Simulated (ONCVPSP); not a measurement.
## calcium (Ca): excitation energies, all-electron against ONCV

ONCVPSP 4.0.1 input, shortened (lines: element, Z, core and valence counts, functional; n l f; lmax; l rc ep ncon nbas qcut; lloc lpopt rc5 dvloc0; l nproj debl; icmod fcfact rcfact), PBEsol, scalar-relativistic:

```
  Ca 20.00    3    3  -116133      upf
    1    0    2.00
    2    0    2.00
    2    1    6.00
    3    0    2.00
    3    1    6.00
    4    0    2.00
    2
    0    2.30    0.00    5    8    4.70
    1    1.20    0.00    3    6    6.80
    2    2.00    0.32    4    8    4.60
    4    5    1.05    2.00
    0    3    1.30
    1    1    3.70
    2    2    3.80
    3    5.00    1.20
```

In the d channel the program set the typed energies aside and used -0.072, 3.728 Ha.

Energies are relative to the spin-unpolarised reference configuration 3s2 3p6 4s2; without spin polarisation the order of configurations can differ from experiment.

**Question.** Give the all-electron excitation energy and the error of the potential for: 3s2 3p6 4s1; 3s2 3p6 4s0; 3s2 3p6 4s1.5; 3s2 3p6 3d1 4s0.

**Answer.**

```json
{"valence configuration": "3s2 3p6 4s1", "charge": "+1", "ΔE all-electron (eV)": "6.305", "error AE − PS (meV)": "-0.6"}
{"valence configuration": "3s2 3p6 4s0", "charge": "+2", "ΔE all-electron (eV)": "17.987", "error AE − PS (meV)": "-3.5"}
{"valence configuration": "3s2 3p6 4s1.5", "charge": "+0.5", "ΔE all-electron (eV)": "2.504", "error AE − PS (meV)": "-0.1"}
{"valence configuration": "3s2 3p6 3d1 4s0", "charge": "+1", "ΔE all-electron (eV)": "7.626", "error AE − PS (meV)": "+35"}
```
